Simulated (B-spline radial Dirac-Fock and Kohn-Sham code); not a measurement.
**Tl 6p3/2: cross section and angular parameters**

System: atomic thallium, 1s2 2s2 2p6 3s2 3p6 3d10 4s2 4p6 4d10 4f14 5s2 5p6 5d10 6s2 6p1; threshold 4.09 eV (orbital energy of the model). Method: Dirac-Hartree-Slater photoionisation with a Latter tail; cross sections with all multipoles, angular parameters from the dipole term and its interference with E2. Computed with a radial atomic solver.

Input of the calculation (task.json; shells as n, l, electrons):

```json
{"items": [{
  "Z": 81,
  "q": 0,
  "cfg": [[1, 0, 2], [2, 0, 2], [2, 1, 6], [3, 0, 2], [3, 1, 6], [3, 2, 10], [4, 0, 2], [4, 1, 6], [4, 2, 10], [4, 3, 14], [5, 0, 2], [5, 1, 6], [5, 2, 10], [6, 0, 2], [6, 1, 1]],
  "A": 205,
  "rrms": 5.4759,
  "do": "xps",
  "hv": [58.0, 70.5, 73.8, 128.0, 177.0, 200, 204.0, 291.0, 335.0, 513.0, 568.0, 600, 861.0, 1000, 1253.6, 1980.0, 2190.0, 2320.0, 2984.4, 3020.0, 3450.0, 3560.0, 4090.0, 4250.0, 4560.0, 5020.0, 5414.7, 6000, 6600.0, 8047.8],
  "edges": {"K": 85530.0, "L1": 15347.0, "L2": 14698.0, "L3": 12658.0, "M1": 3704.0, "M2": 3416.0, "M3": 2957.0, "M4": 2485.0, "M5": 2389.0, "N1": 846.2, "N2": 720.5, "N3": 609.5, "N4": 405.7, "N5": 385.0, "N6": 122.2, "N7": 117.8, "O1": 136.0, "O2": 94.6, "O3": 73.5}
}]}
```

Command: `python xray2_run.py task.json out`

For linearly polarised light dσ/dΩ = σ/(4π) [1 + β P₂(cos θ) + (δ + γ cos²θ) sin θ cos φ], with θ from the polarisation vector and φ the angle between the beam and the projection of the electron momentum on the plane normal to the polarisation.

| hν (eV) | σ (kb) | β | γ | δ |
| --- | --- | --- | --- | --- |
| 58 | 16.5 | 1.160 | 0.265 | -0.025 |
| 70.5 | 9.96 | 0.732 | 0.313 | -0.031 |
| 73.8 | 8.90 | 0.627 | 0.314 | -0.032 |
| 128 | 3.01 | -0.210 | 0.066 | -0.003 |
| 177 | 1.92 | -0.130 | -0.055 | 0.022 |
| 200 | 1.65 | -0.026 | -0.065 | 0.029 |
| 204 | 1.62 | -0.007 | -0.065 | 0.030 |
| 291 | 1.08 | 0.373 | 0.005 | 0.038 |
| 335 | 0.925 | 0.529 | 0.056 | 0.037 |
| 513 | 0.557 | 0.943 | 0.219 | 0.026 |
| 568 | 0.489 | 1.027 | 0.250 | 0.023 |
| 600 | 0.455 | 1.069 | 0.264 | 0.021 |
| 861 | 0.276 | 1.306 | 0.300 | 0.008 |
| 1000 | 0.221 | 1.386 | 0.285 | 0.004 |
| 1253.6 | ? | ? | ? | ? |
| 1980 | 0.0752 | 1.639 | 0.079 | -0.003 |
| 2190 | 0.0633 | 1.663 | 0.044 | -0.002 |
| 2320 | 0.0573 | 1.676 | 0.025 | -0.002 |
| 2984.4 | 0.0364 | 1.721 | -0.035 | 0.001 |
| 3020 | 0.0356 | 1.723 | -0.037 | 0.001 |
| 3450 | 0.0278 | 1.740 | -0.048 | 0.003 |
| 3560 | 0.0262 | 1.743 | -0.048 | 0.004 |
| 4090 | 0.0200 | 1.755 | -0.035 | 0.006 |
| 4250 | 0.0185 | 1.758 | -0.028 | 0.006 |
| 4560 | 0.0161 | 1.762 | -0.010 | 0.008 |
| 5020 | 0.0132 | 1.766 | 0.026 | 0.009 |
| 5414.7 | 0.0113 | 1.767 | 0.062 | 0.011 |
| 6000 | 0.00908 | 1.767 | 0.123 | 0.012 |
| 6600 | 0.00740 | 1.765 | 0.192 | 0.014 |
| 8047.8 | 0.00477 | 1.756 | 0.374 | 0.018 |

Question: Give the values at Mg Kα (1253.6 eV).

Answer: σ = 0.157 kb, β = 1.488, γ = 0.236, δ = 0.000.
